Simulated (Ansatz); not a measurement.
The inner images of a band of ClH3Sn (5 atoms, charge 0, multiplicity 1) are given out of order.

These are results of RKS r2SCANh/def2-SVP in Ansatz, not measurements.

First end point:

```xyz
5
Properties=species:S:1:pos:R:3
Sn 0.325 0.000 0.071
Cl 0.727 0.000 2.396
H 1.860 0.000 -0.668
H -0.560 1.417 -0.266
H -0.560 -1.417 -0.266
```

Last end point:

```xyz
5
Properties=species:S:1:pos:R:3
Sn -0.187 0.000 -0.921
Cl 1.513 0.000 1.456
H 2.653 0.000 0.856
H -1.093 1.260 -0.061
H -1.093 -1.260 -0.061
```

**Question.** Put them in order from the first end to the last, with their energies above the first end.
A.
```xyz
5
Properties=species:S:1:pos:R:3
Sn -0.051 0.000 -0.846
Cl 1.516 0.000 1.639
H 2.428 0.000 0.731
H -1.051 1.272 -0.127
H -1.051 -1.272 -0.127
```
B.
```xyz
5
Properties=species:S:1:pos:R:3
Sn 0.253 0.000 -0.256
Cl 1.184 0.000 2.097
H 1.900 0.000 0.139
H -0.772 1.369 -0.356
H -0.772 -1.369 -0.356
```
C.
```xyz
5
Properties=species:S:1:pos:R:3
Sn 0.193 0.000 -0.658
Cl 1.466 0.000 1.892
H 1.892 0.000 0.583
H -0.879 1.331 -0.274
H -0.879 -1.331 -0.274
```
D.
```xyz
5
Properties=species:S:1:pos:R:3
Sn 0.071 0.000 -0.789
Cl 1.528 0.000 1.797
H 2.152 0.000 0.656
H -0.980 1.289 -0.198
H -0.980 -1.289 -0.198
```
E.
```xyz
5
Properties=species:S:1:pos:R:3
Sn 0.259 0.000 -0.078
Cl 1.055 0.000 2.195
H 1.934 0.000 -0.137
H -0.728 1.371 -0.356
H -0.728 -1.371 -0.356
```
F.
```xyz
5
Properties=species:S:1:pos:R:3
Sn 0.287 0.000 0.029
Cl 0.905 0.000 2.310
H 1.918 0.000 -0.417
H -0.659 1.380 -0.327
H -0.659 -1.380 -0.327
```
G.
```xyz
5
Properties=species:S:1:pos:R:3
Sn 0.252 0.000 -0.456
Cl 1.307 0.000 2.007
H 1.844 0.000 0.402
H -0.805 1.361 -0.342
H -0.805 -1.361 -0.342
```

**Answer.** F (+3.5 kcal/mol), E (+15.6 kcal/mol), B (+35.1 kcal/mol), G (+45.3 kcal/mol), C (+39.2 kcal/mol), D (+36.0 kcal/mol), A (+34.0 kcal/mol).

The run took 100 s on 1 thread of Intel(R) Xeon(R) 6975P-C (Granite Rapids), on a shared host, peak memory 0.15 GiB.
